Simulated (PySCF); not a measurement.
# Polarisability and C₆ of Ni (nickel, neutral)

[Ar] 3d8 4s2, high-spin 3F determinant. Calculation: PySCF 2.14, in ANO-RCC-VTZP (6s5p3d2f1g, 59 functions); the spin-free X2C one-electron Hamiltonian (Gaussian nucleus). Coupled (time-dependent) response in atomic units; α is the mean over directions. The basis has no added diffuse functions, which lowers α and C₆.

| method | mean α (bohr³) | C₆ (like pair) | S(−4) |
| --- | --- | --- | --- |
| wB97M-V | 44.70 | 351.9 | 959.2 |

S(−4) is the Cauchy moment in α(ω) = α(0) + S(−4) ω² + …

Reference α: 49 ± 3 bohr³ (recommended; Schwerdtfeger and Nagle, table of static dipole polarizabilities (2023 update)). Published C₆: 373.0 (Chu and Dalgarno (2004); Tang, Norbeck and Certain (1976)).

α(iu) at wB97M-V:

```
u (hartree)  α(iu) (bohr³)
          0          44.70
     0.0500          42.44
      0.100          36.95
      0.200          24.88
      0.300          16.67
      0.500          8.792
      0.750          5.112
       1.00          3.533
       1.50          2.178
       2.00          1.564
       3.00         0.9541
       5.00         0.4625
```

A single London oscillator, α(iu) = α/(1 + u²/ω²), gives C₆ = (3/4) ω α². Matching the computed C₆ needs ω = 4 × 351.9 / (3 × 44.70²) = 0.235 hartree.
